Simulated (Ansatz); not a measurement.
Mulliken charges of `BrBBr` from B3LYP/def2-TZVPP in Ansatz (PBE0-D4/def2-TZVP geometry).

| atom | x (Å) | y (Å) | z (Å) | charge (e) |
| --- | --- | --- | --- | --- |
| Br1 | 0.742 | 0.217 | 1.642 | -0.044 |
| B2 | -0.144 | 0.037 | -0.019 | 0.010 |
| Br3 | 0.723 | -0.718 | -1.521 | -0.044 |
| H4 | -1.266 | 0.405 | -0.122 | 0.078 |

Problem. By hand: the dipole of these point charges (1 e Å = 4.8032 D).

Solution. Σ q r = (-0.165, 0.054, -0.015) e Å, of length 0.174 e Å = 0.84 D.

Problem. How does the dipole of the full density compare? (An estimate is asked.)

Solution. Ansatz gave: (-0.068, 0.022, -0.006) e Å, 0.34 D; the point charges give 2.47 times that, at 0° from its direction.

Point charges leave out the atoms' own dipoles, such as those of lone pairs, and Mulliken's split depends on the basis, so the two needn't agree.

B3LYP here is the variant with VWN-RPA as its local correlation; programs differ in this.
